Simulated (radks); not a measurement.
Values are calculated unless marked as measured or tabulated.
Cr9+, configuration [Ne] 3s2 3p3 (the NIST ground configuration).

Level of theory: scalar-relativistic Kohn-Sham, LB94 model potential, spin-polarised, spherical densities, finite nucleus; open shells are filled with parallel spins first; Fermi nuclear charge, rms radius 3.6452 fm (a radial shooting solver on a logarithmic mesh with Libxc functionals).

Energy parts (eV):
kinetic: 28163.911
electron-nucleus: -63068.946
Hartree: 8289.990
(The LB94 potential has no energy functional, so no total or exchange-correlation energy is given.)

Orbitals (lengths in bohr, moments of r in powers of bohr; r(90%) holds 90 % of the orbital's charge):
orbital  occ.  eigenvalue (eV)  r(90%)   <1/r>
1s up       1        -6173.907   0.113   23.92
1s down     1        -6174.237   0.113   23.92
2s up       1        -909.4368   0.449   5.080
2s down     1        -908.9961   0.451   5.062
2p up       3        -804.5224   0.420   5.000
2p down     3        -803.2833   0.422   4.987
3s up       1        -270.4295    1.18   1.767
3s down     1        -266.3642    1.17   1.791
3p up       3        -240.2019    1.21   1.691
3p down     0        -236.4250    1.21   1.718
3d up       0        -194.7343    1.22   1.541
3d down     0        -192.5463    1.21   1.571
4s up       0        -128.2326    2.30  0.8797
4s down     0        -126.2587    2.32  0.8718

The highest occupied level is 3p up at -240.20 eV. Spin moment in Bohr magnetons: 3. The spin density at the nucleus is -0.588 e/bohr^3 (1s -1.030, 2s 3.607, 3s -3.165). The electron density at the nucleus is 1.155e+04 e/bohr^3 (large components only). Summed over all electrons, <r^2> = 4.448 bohr^2, which gives a Langevin (diamagnetic) susceptibility term of -3.52 x 10^-6 cm^3/mol. For comparison, the ionisation energy in NIST's Atomic Spectra Database is 244.5 eV (semi-empirical). In exact Kohn-Sham theory the highest level is minus the ionisation energy, but local and semilocal functionals leave it too shallow, through self-interaction and a potential that decays too fast; potentials with the right tail come closer. The density falls to 0.001 e/bohr^3 at r = 1.95 bohr.
